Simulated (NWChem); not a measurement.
System: C2H3BFNO; SMILES FB1C=NCO1

Parts of the log:

```
             Northwest Computational Chemistry Package (NWChem) 7.3.0
             --------------------------------------------------------

                             Geometry "geometry" -> ""
                             -------------------------

 Output coordinates in angstroms (scale by  1.889725989 to convert to a.u.)

  No.       Tag          Charge          X              Y              Z
 ---- ---------------- ---------- -------------- -------------- --------------
    1 F                    9.0000     0.10575400    -2.11487100     0.00000000
    2 B                    5.0000     0.07510300    -0.78511600     0.00000000
    3 C                    6.0000     1.22380900     0.29236000     0.00000000
    4 N                    7.0000     0.68141800     1.47267900     0.00000000
    5 C                    6.0000    -0.74910700     1.30285800     0.00000000
    6 O                    8.0000    -1.10253300    -0.08622000     0.00000000
    7 H                    1.0000     2.32565300     0.20504200     0.00000000
    8 H                    1.0000    -1.18720300     1.79121500     0.89866400
    9 H                    1.0000    -1.18720300     1.79121500    -0.89866400

 Effective nuclear repulsion energy (a.u.)     214.2008230889

                                 NWChem DFT Module
                                 -----------------

 Summary of "ao basis" -> "ao basis" (spherical)
 ------------------------------------------------------------------------------
       Tag                 Description            Shells   Functions and Types
 ---------------- ------------------------------  ------  ---------------------
 F                          def2-svp                 6       14   3s2p1d
 B                          def2-svp                 6       14   3s2p1d
 C                          def2-svp                 6       14   3s2p1d
 N                          def2-svp                 6       14   3s2p1d
 O                          def2-svp                 6       14   3s2p1d
 H                          def2-svp                 3        5   2s1p

            General Information
            -------------------
          SCF calculation type: DFT
          Wavefunction type:  closed shell.
          No. of atoms     :     9
          No. of electrons :    44
           Alpha electrons :    22
            Beta electrons :    22
          Charge           :     0
          Spin multiplicity:     1
          Use of symmetry is: off; symmetry adaption is: off
          Maximum number of iterations: 150
          AO basis - number of functions:    99
                     number of shells:    45
          Convergence on energy requested:  1.00D-06
          Convergence on density requested:  1.00D-05
          Convergence on gradient requested:  5.00D-04

              XC Information
              --------------
                         B3LYP Method XC Potential
                     Hartree-Fock (Exact) Exchange  0.200
                        Slater Exchange Functional  0.800 local
                    Becke 1988 Exchange Functional  0.720 non-local
              Lee-Yang-Parr Correlation Functional  0.810
                  VWN I RPA Correlation Functional  0.190 local

             Grid Information
             ----------------
          Grid used for XC integration:  medium
          Radial quadrature: Mura-Knowles
          Angular quadrature: Lebedev.
          Tag              B.-S. Rad. Rad. Pts. Rad. Cut. Ang. Pts.
          ---              ---------- --------- --------- ---------
          F                   0.50       49          11.0       434
          B                   0.85       49           9.0       434
          C                   0.70       49          10.0       434
          N                   0.65       49           8.0       434
          O                   0.60       49          10.0       434
          H                   0.35       45          11.0       434
          Grid pruning is: on
          Number of quadrature shells:   429
          Spatial weights used:  Erf1

[...]

                     NWChem Electrostatic Potential Fit Module
                     -----------------------------------------

 Atom parameters

 Number of atoms is                                    9
 Number of basis functions is                         99

 Grid parameters

 Maximum number of grid points is                  36328
 Number of grid points is                          36327
 Grid range                                     0.300000 nm
 Grid spacing                                   0.020000 nm
 Probe radius                                   0.070000 nm
 Atom radius factor                             1.000000

 Atomic radii

    1    0.100000
    5    0.158000
    6    0.147000
    7    0.140000
    8    0.136000
    9    0.128000
 FASTESP  F
  using M.O. file = ./job.movecs

    Atom              Coordinates                           Charge

                                                  ESP

    1 F     0.010575   -0.211487    0.000000   -0.300708
    2 B     0.007510   -0.078512    0.000000    0.605153
    3 C     0.122381    0.029236    0.000000    0.055029
    4 N     0.068142    0.147268    0.000000   -0.491936
    5 C    -0.074911    0.130286    0.000000    0.601661
    6 O    -0.110253   -0.008622    0.000000   -0.486034
    7 H     0.232565    0.020504    0.000000    0.055403
    8 H    -0.118720    0.179122    0.089866   -0.019197
    9 H    -0.118720    0.179122   -0.089866   -0.019372
                                            ------------
                                               -0.000000

 Dipole moment                                  0.416872

 Quadrupole moment Qxx                          3.358971
                   Qyy                         -8.013136
                   Qzz                          4.654165

 RMS deviation kJ/mol                           0.076787

 RRMS %                                        35.302794
```

Level: B3LYP/def2-SVP. The geometry was optimised at PBE-D3(BJ)/def2-SVP. B3LYP is NWChem's, with the RPA form of VWN correlation.

Problem. Which NWChem input produces such a log?

Solution. This is not unique; one that fits is the input that was run:
```
start job
memory heap 200 mb stack 900 mb global 1100 mb
geometry units angstroms noautosym nocenter noautoz
  F      0.105754    -2.114871     0.000000
  B      0.075103    -0.785116     0.000000
  C      1.223809     0.292360     0.000000
  N      0.681418     1.472679     0.000000
  C     -0.749107     1.302858     0.000000
  O     -1.102533    -0.086220     0.000000
  H      2.325653     0.205042     0.000000
  H     -1.187203     1.791215     0.898664
  H     -1.187203     1.791215    -0.898664
end
basis spherical
  * library def2-svp
end
dft
  xc b3lyp
  iterations 150
  mulliken
end
task dft energy
esp
  recalculate
  probe 0.07
  range 0.3
  factor 1.0
  spacing 0.02
end
task esp
```
